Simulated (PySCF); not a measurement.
Isomers of C5H2F4N2, one GFN2-xTB conformer each. Single-point energies are computed at PBE0/def2-SVPD (PySCF, gas phase, no added dispersion term), electronic only.

Task: Rank them by PBE0/def2-SVPD energy, lowest first (kJ/mol).
A. `C(F)(F)(c1cc(cnn1)F)F`
B. `[N:1]#[C:2][C@@H:3]([F:4])[C@@H:5]([C:6]#[N:7])[C:8]([F:9])([F:10])[F:11]` with C2–C3–C5–C6 49°

Result: A (0.0), B (62.7).

As drawn, the lower has an aromatic ring and an N–N linkage, which the higher lacks; the higher has a C≡N group, which the lower lacks. GFN2-xTB itself gives, in the same order: 0.0, 143.7. Both levels put the same isomer lowest.

Task: Which frontier levels, dipoles and rotational constants go with these structures?

Result: 
| SMILES | HOMO (eV, PBE0/def2-SVPD) | LUMO (eV) | dipole (D) | A, B, C (MHz) |
| --- | --- | --- | --- | --- |
| Fc1cnnc(C(F)(F)F)c1 | -7.54 | -2.24 | 3.49 | 2231, 738.2, 613.9 |
| N#C[C@@H](F)[C@@H](C#N)C(F)(F)F | -10.57 | -1.28 | 2.78 | 1630, 916.3, 664.3 |
